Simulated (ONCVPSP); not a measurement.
Al: ONCV pseudisation with PBE, scalar-relativistic reference atom.

ONCVPSP 4.0.1 input, shortened (lines: element, Z, core and valence counts, functional; n l f; lmax; l rc ep ncon nbas qcut; lloc lpopt rc5 dvloc0; l nproj debl; icmod fcfact rcfact), PBE, scalar-relativistic:

```
  Al 13.00    1    4        4      upf
    1    0    2.00
    2    0    2.00
    2    1    6.00
    3    0    2.00
    3    1    1.00
    1
    0    1.20    0.00    5    9   10.50
    1    1.15    0.00    4    7    9.70
    4    5    0.80    0.00
    0    2    3.00
    1    2    3.50
    3    1.50    1.45
```

All-electron outer shells of the reference configuration (PBE, scalar-relativistic, ld1.x):

```csv
shell,level (eV),outermost node (bohr),outermost maximum (bohr)
1s,-1511.14,–,0.08
2s,-108.17,0.16,0.50
2p,-69.64,–,0.43
3s,-7.75,0.80,2.09
3p,-2.71,0.82,2.64
```

**Question.** Estimate the cutoffs (Ha) at which the residual kinetic energy of the hardest occupied pseudo-wave falls to 1 and 0.1 mHa per electron.

**Answer.** 61 Ha and 113 Ha.

**Question.** Does the potential have ghost states?

**Answer.** No bound ghost flagged; no localised positive-energy state flagged.

**Question.** Which valence shell sets the plane-wave cutoff?

**Answer.** 2p: 61 Ha for 1 mHa per electron, against 43 Ha for 3p.

Its largest configuration-test error is -1.0 meV (2s2 2p6 3s1 3p1). 1 of 4 tests not solved or not reliable.
